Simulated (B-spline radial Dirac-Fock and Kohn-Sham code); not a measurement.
X-ray lines that fill the L1 vacancy in Kr⁺

System: krypton as Kr⁺, [Ar] 3d10 4s2 4p5, inside a Watson sphere of charge -1 and radius 2 Å (a model of the Madelung potential; inside it an electron's potential energy is raised by 7.2 eV).

Calculated with an atomic code on a B-spline grid, using independent-particle rates on relativistic LDA orbitals of the hole state (multipoles up to L = 3, Coulomb Auger matrix elements, transition energies from Dirac-Fock).

| line | multipole | energy (eV) | width (meV) | share (%) |
| --- | --- | --- | --- | --- |
| L1-L2 | E1 | 198.5 | 0.0483 | 0.271 |
| L1-L3 | E1 | – | 0.203 | 1.14 |
| Lβ4 | E1 | 1705.9 | 5.71 | 32.1 |
| Lβ3 | E1 | – | 10.2 | 57.2 |
| L1-M4 | E2 | 1837.5 | 0.0359 | 0.202 |
| L1-M5 | E2 | 1838.8 | 0.0534 | 0.300 |
| Lγ2 | E1 | 1919.3 | 0.562 | 3.16 |
| Lγ3 | E1 | 1920.0 | 1.01 | 5.67 |

The listed lines hold 100.0 % of the radiative rate. A dash stands for an energy that rests on an unreliable hole state. The radiative width is 0.0178 eV in the length form and 0.0177 eV in the velocity form; the two differ because the transition energies are not eigenvalue differences of the potential that gave the orbitals.
